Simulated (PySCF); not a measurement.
CH₅AlO₂, charge +1, doublet, geometry from GFN2-xTB of the parent state (such geometries of metal compounds can be far from the true shape) (a state made from the parent by changing its charge; the spin is typed, not shown lowest); PySCF with PBE/6-31G*.

The PySCF input:
```python
from pyscf import gto, scf, dft

mol = gto.M(
    atom='''
Al    0.12275658    0.12200744    0.01280545
C    -1.50228708   -1.32234747   -0.14414553
H    -1.22297562   -2.23100500   -0.69630487
H    -2.37618199   -0.90893390   -0.66271216
H    -1.86260005   -1.66121223    0.83696940
O    -0.10742378    1.64132773   -0.79296921
H    -0.29817070    2.45464332   -1.25963371
O     1.48168852   -0.44853663    0.92350656
H     2.18369721   -0.84783287    1.43578504
''',
    basis='6-31g*',
    charge=1,
    spin=1,
    verbose=4,
)

mf = dft.UKS(mol)
mf.xc = 'pbe'
mf.kernel()
mf.analyze()
```

What does PySCF print? Leave out banner, timings and long lists.


```
PySCF version 2.14.0

[INPUT] verbose = 4
[INPUT] num. atoms = 9
[INPUT] num. electrons = 39
[INPUT] charge = 1
[INPUT] spin (= nelec alpha-beta = 2S) = 1
[INPUT] symmetry False subgroup None
[INPUT] Mole.unit = angstrom
[INPUT] Symbol           X                Y                Z      unit          X                Y                Z       unit  Magmom
[INPUT]  1 Al     0.122756580000   0.122007440000   0.012805450000 AA    0.231976316188   0.230560646759   0.024198793402 Bohr   0.0
[INPUT]  2 C     -1.502287080000  -1.322347470000  -0.144145530000 AA   -2.838911141673  -2.498874559812  -0.272395573780 Bohr   0.0
[INPUT]  3 H     -1.222975620000  -2.231005000000  -0.696304870000 AA   -2.311088978820  -4.215988432535  -1.315825503501 Bohr   0.0
[INPUT]  4 H     -2.376181990000  -0.908933900000  -0.662712160000 AA   -4.490333183224  -1.717636136333  -1.252344481819 Bohr   0.0
[INPUT]  5 H     -1.862600050000  -1.661212230000   0.836969400000 AA   -3.519803974101  -3.139236149478   1.581642940642 Bohr   0.0
[INPUT]  6 O     -0.107423780000   1.641327730000  -0.792969210000 AA   -0.203001523466   3.101659890354  -1.498494632113 Bohr   0.0
[INPUT]  7 H     -0.298170700000   2.454643320000  -1.259633710000 AA   -0.563460961370   4.638603608293  -2.380362729170 Bohr   0.0
[INPUT]  8 O      1.481688520000  -0.448536630000   0.923506560000 AA    2.799985504712  -0.847611387535   1.745174472639 Bohr   0.0
[INPUT]  9 H      2.183697210000  -0.847832870000   1.435785040000 AA    4.126589665877  -1.602171923704   2.713240499348 Bohr   0.0

nuclear repulsion = 150.641032101029
number of shells = 36
number of NR pGTOs = 152
number of NR cGTOs = 70
basis = 6-31g*
ecp = {}

******** <class 'pyscf.dft.uks.UKS'> ********
method = UKS
initial guess = minao
damping factor = 0
level_shift factor = 0
DIIS = <class 'pyscf.scf.diis.CDIIS'>
diis_start_cycle = 1
diis_space = 8
diis_damp = 0
SCF conv_tol = 1e-09
SCF conv_tol_grad = None
SCF max_cycles = 50
direct_scf = True
direct_scf_tol = 1e-13
number electrons alpha = 20  beta = 19
XC library pyscf.dft.libxc version 7.1.2
    S. Lehtola, C. Steigemann, M. J. T. Oliveira, and M. A. L. Marques,  SoftwareX 7, 1–5 (2018)
XC functionals = pbe
    J. P. Perdew, K. Burke, and M. Ernzerhof,  Phys. Rev. Lett. 77, 3865 (1996)
    J. P. Perdew, K. Burke, and M. Ernzerhof,  Phys. Rev. Lett. 78, 1396 (1997)
    J. P. Perdew, K. Burke, and M. Ernzerhof,  Phys. Rev. Lett. 77, 3865 (1996)
    J. P. Perdew, K. Burke, and M. Ernzerhof,  Phys. Rev. Lett. 78, 1396 (1997)
radial grids:
    Treutler-Ahlrichs [JCP 102, 346 (1995); DOI:10.1063/1.469408] (M4) radial grids

becke partition: Becke, JCP 88, 2547 (1988); DOI:10.1063/1.454033
pruning grids: <function nwchem_prune>
grids dens level: 3
symmetrized grids: False
atomic radii adjust function: <function treutler_atomic_radii_adjust>
small_rho_cutoff = 0
Set gradient conv threshold to 3.16228e-05
tot grids = 110504
init E= -433.62238732228

cycle= 1 E= -433.014615757094  delta_E= 0.608  |g|= 0.852  |ddm|= 1.81
cycle= 2 E= -429.044631309359  delta_E= 3.97  |g|= 2.67  |ddm|= 3.17
cycle= 3 E= -433.270428340356  delta_E= -4.23  |g|= 0.267  |ddm|= 2.99
cycle= 4 E= -433.09514150705  delta_E= 0.175  |g|= 0.594  |ddm|= 0.954
cycle= 5 E= -433.096132783593  delta_E= -0.000991  |g|= 0.601  |ddm|= 0.847
cycle= 6 E= -433.32933555812  delta_E= -0.233  |g|= 0.107  |ddm|= 0.753
cycle= 7 E= -433.315917805985  delta_E= 0.0134  |g|= 0.178  |ddm|= 0.364
cycle= 8 E= -433.336381557737  delta_E= -0.0205  |g|= 0.0192  |ddm|= 0.286
cycle= 9 E= -433.335537110178  delta_E= 0.000844  |g|= 0.0411  |ddm|= 0.0822
cycle= 10 E= -433.336515875053  delta_E= -0.000979  |g|= 0.0139  |ddm|= 0.0397
cycle= 11 E= -433.336564883952  delta_E= -4.9e-05  |g|= 0.011  |ddm|= 0.0364
cycle= 12 E= -433.33664124343  delta_E= -7.64e-05  |g|= 0.00229  |ddm|= 0.0128
cycle= 13 E= -433.336643744245  delta_E= -2.5e-06  |g|= 0.0012  |ddm|= 0.00516
cycle= 14 E= -433.33664467293  delta_E= -9.29e-07  |g|= 0.00021  |ddm|= 0.00147
cycle= 15 E= -433.336644699675  delta_E= -2.67e-08  |g|= 6.65e-05  |ddm|= 0.000243
cycle= 16 E= -433.336644702591  delta_E= -2.92e-09  |g|= 1.51e-05  |ddm|= 0.000117
cycle= 17 E= -433.336644702739  delta_E= -1.49e-10  |g|= 3.57e-06  |ddm|= 1.79e-05
Extra cycle  E= -433.33664469776  delta_E= 4.98e-09  |g|= 8.82e-05  |ddm|= 0.000133
converged SCF energy = -433.33664469776  <S^2> = 0.75326577  2S+1 = 2.0032631
**** SCF Summaries ****
Total Energy =                        -433.336644697760221
Nuclear Repulsion Energy =             150.641032101029396
One-electron Energy =                 -889.398662128663318
Two-electron Energy =                  305.420985329873645
Two-electron Coulomb Energy =          347.879642980800099
DFT Exchange-Correlation Energy =      -42.458657650926455
**** MO energy ****
                             alpha | beta                alpha | beta
MO #1   energy= -55.6770567452262  | -55.6768648486592  occ= 1 | 1
MO #2   energy= -18.9901187595639  | -18.9845258526526  occ= 1 | 1
MO #3   energy= -18.9871547877042  | -18.9819449116002  occ= 1 | 1
MO #4   energy= -10.1169028724303  | -10.1114619619769  occ= 1 | 1
MO #5   energy= -4.21290360767649  | -4.21255652277418  occ= 1 | 1
MO #6   energy= -2.81968374200148  | -2.81939666348443  occ= 1 | 1
MO #7   energy= -2.81501239061912  | -2.81429280665041  occ= 1 | 1
MO #8   energy= -2.81334464168678  | -2.81328661831276  occ= 1 | 1
MO #9   energy= -1.10944812053751  | -1.09699029466997  occ= 1 | 1
MO #10  energy= -1.10350928359446  | -1.09138337563492  occ= 1 | 1
MO #11  energy= -0.83330710931425  | -0.818552643803294 occ= 1 | 1
MO #12  energy= -0.712221982526282 | -0.706972759555676 occ= 1 | 1
MO #13  energy= -0.682609784807224 | -0.676829603367608 occ= 1 | 1
MO #14  energy= -0.558051402314134 | -0.552642253902637 occ= 1 | 1
MO #15  energy= -0.55640749389031  | -0.550917157234506 occ= 1 | 1
MO #16  energy= -0.529033361497331 | -0.502064151619237 occ= 1 | 1
MO #17  energy= -0.494542435412227 | -0.489091408860181 occ= 1 | 1
MO #18  energy= -0.492598102512638 | -0.473930783739733 occ= 1 | 1
MO #19  energy= -0.490835924422904 | -0.467423695559507 occ= 1 | 1
MO #20  energy= -0.479833299029817 | -0.458640471374183 occ= 1 | 0
MO #21  energy= -0.260014683807071 | -0.249625461421723 occ= 0 | 0
MO #22  energy= -0.223615693298447 | -0.219042837353819 occ= 0 | 0
MO #23  energy= -0.14379280002735  | -0.140408768607783 occ= 0 | 0
MO #24  energy= -0.126524617128503 | -0.119046213977394 occ= 0 | 0
MO #25  energy= -0.0740977089878663 | -0.0677790291527454 occ= 0 | 0
MO #26  energy= -0.067322056664795 | -0.0610250165446848 occ= 0 | 0
MO #27  energy= -0.0646091115571528 | -0.0592383883304828 occ= 0 | 0
MO #28  energy= -0.0581347737604259 | -0.0528877184400613 occ= 0 | 0

To work with the spin densities directly, `use mulliken_meta_spin()` only printing them here.

 ** Mulliken spin pop alpha/beta on meta-lowdin orthogonal AOs **
 ** Mulliken Spin Density (per AO)  **
spin_pop of  0 Al 1s        0.00000
spin_pop of  0 Al 2s        0.00004
spin_pop of  0 Al 3s        0.05144
spin_pop of  0 Al 4s        0.00070
spin_pop of  0 Al 2px      -0.00000
spin_pop of  0 Al 2py      -0.00000
spin_pop of  0 Al 2pz      -0.00000
spin_pop of  0 Al 3px      -0.00679
spin_pop of  0 Al 3py      -0.00751
spin_pop of  0 Al 3pz      -0.00585
spin_pop of  0 Al 4px       0.00204
spin_pop of  0 Al 4py       0.00147
spin_pop of  0 Al 4pz      -0.00001
spin_pop of  0 Al 3dxy      0.00492
spin_pop of  0 Al 3dyz      0.00063
spin_pop of  0 Al 3dz^2     0.00052
spin_pop of  0 Al 3dxz      0.00003
spin_pop of  0 Al 3dx2-y2   -0.00008
spin_pop of  1 C 1s       -0.00000
spin_pop of  1 C 2s        0.03106
spin_pop of  1 C 3s        0.00049
spin_pop of  1 C 2px       0.21841
spin_pop of  1 C 2py       0.16788
spin_pop of  1 C 2pz       0.00894
spin_pop of  1 C 3px      -0.00010
spin_pop of  1 C 3py      -0.00004
spin_pop of  1 C 3pz      -0.00007
spin_pop of  1 C 3dxy      0.00031
spin_pop of  1 C 3dyz     -0.00005
spin_pop of  1 C 3dz^2     0.00011
spin_pop of  1 C 3dxz     -0.00005
spin_pop of  1 C 3dx2-y2   -0.00008
spin_pop of  2 H 1s       -0.00102
spin_pop of  2 H 2s        0.00022
spin_pop of  3 H 1s        0.00204
spin_pop of  3 H 2s        0.00015
spin_pop of  4 H 1s       -0.00023
spin_pop of  4 H 2s        0.00021
spin_pop of  5 O 1s       -0.00000
spin_pop of  5 O 2s        0.00830
spin_pop of  5 O 3s        0.00023
spin_pop of  5 O 2px       0.17296
spin_pop of  5 O 2py       0.06788
spin_pop of  5 O 2pz       0.01033
spin_pop of  5 O 3px       0.00001
spin_pop of  5 O 3py       0.00011
spin_pop of  5 O 3pz      -0.00013
spin_pop of  5 O 3dxy     -0.00005
spin_pop of  5 O 3dyz     -0.00003
spin_pop of  5 O 3dz^2     0.00003
spin_pop of  5 O 3dxz      0.00002
spin_pop of  5 O 3dx2-y2   -0.00008
spin_pop of  6 H 1s       -0.00297
spin_pop of  6 H 2s        0.00003
spin_pop of  7 O 1s       -0.00000
spin_pop of  7 O 2s        0.00845
spin_pop of  7 O 3s        0.00023
spin_pop of  7 O 2px       0.11770
spin_pop of  7 O 2py       0.14788
spin_pop of  7 O 2pz       0.00286
spin_pop of  7 O 3px       0.00016
spin_pop of  7 O 3py      -0.00005
spin_pop of  7 O 3pz      -0.00011
spin_pop of  7 O 3dxy     -0.00015
spin_pop of  7 O 3dyz      0.00001
spin_pop of  7 O 3dz^2     0.00002
spin_pop of  7 O 3dxz      0.00001
spin_pop of  7 O 3dx2-y2   -0.00001
spin_pop of  8 H 1s       -0.00339
spin_pop of  8 H 2s        0.00003
 ** Mulliken Spin Density (per atom)  **
spin density of  0 Al =      0.04155
spin density of  1 C =      0.42679
spin density of  2 H =     -0.00080
spin density of  3 H =      0.00219
spin density of  4 H =     -0.00002
spin density of  5 O =      0.25958
spin density of  6 H =     -0.00294
spin density of  7 O =      0.27700
spin density of  8 H =     -0.00337
 ** Mulliken pop alpha/beta on meta-lowdin orthogonal AOs **
 ** Mulliken pop       alpha | beta **
In total            20.00000 | 19.00000
 ** Mulliken atomic charges   ( Nelec_alpha | Nelec_beta ) **
charge of  0Al =      1.14302  (     5.94927      5.90771 )
charge of  1C =     -0.38494  (     3.40587      2.97907 )
charge of  2H =      0.17890  (     0.41015      0.41095 )
charge of  3H =      0.17860  (     0.41179      0.40960 )
charge of  4H =      0.17864  (     0.41067      0.41069 )
charge of  5O =     -0.54695  (     4.40327      4.14368 )
charge of  6H =      0.39664  (     0.30021      0.30315 )
charge of  7O =     -0.54106  (     4.40903      4.13203 )
charge of  8H =      0.39714  (     0.29975      0.30311 )

WARN: System has nonzero charge 1; the dipole moment is origin-dependent.
Location of origin: [0. 0. 0.]

Dipole moment(X, Y, Z, Debye): -0.61551, -0.59123, -0.01558
```
